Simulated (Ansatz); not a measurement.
`C[O][Ge][S]C`, relaxed with RKS PBE0-D4/def2-TZVP in the Gaussian-basis code of Ansatz from a PBE-D4/def2-SVP geometry. The force threshold is 0.005 eV/Å; the program also tests the step.

Charge 0, multiplicity 1.

Start:

```xyz
11

C    -0.226    0.128    2.153
O    -0.032   -0.170    0.784
Ge    0.409   -1.855    0.222
S     0.506   -1.392   -1.990
C     0.108    0.390   -2.164
H     0.488    0.917    2.478
H    -0.087   -0.753    2.823
H    -1.256    0.517    2.316
H    -0.796    0.490   -2.796
H     0.960    0.893   -2.661
H    -0.072    0.835   -1.166
```

(1) By how much does the energy fall, and how many steps does the optimiser take? (An estimate is asked.)

(2) Which bonds change most? (Estimate.)

(3) Give the relaxed structure. (Best estimate.)

Results:

(1) The calculation gave: 6.11 kJ/mol, in 5 steps, 1 of them rejected.

(2) The calculation gave: Ge3–S4 from 2.262 to 2.227 Å; O2–Ge3 from 1.830 to 1.795 Å; S4–C5 from 1.835 to 1.812 Å; C1–H8 from 1.113 to 1.094 Å.

(3) Computed: 
```xyz
11

C    -0.225    0.119    2.164
O    -0.038   -0.149    0.794
Ge    0.394   -1.799    0.236
S     0.494   -1.369   -1.947
C     0.109    0.388   -2.174
H     0.483    0.889    2.488
H    -0.079   -0.767    2.795
H    -1.240    0.492    2.331
H    -0.773    0.470   -2.808
H     0.954    0.866   -2.667
H    -0.079    0.860   -1.212
```
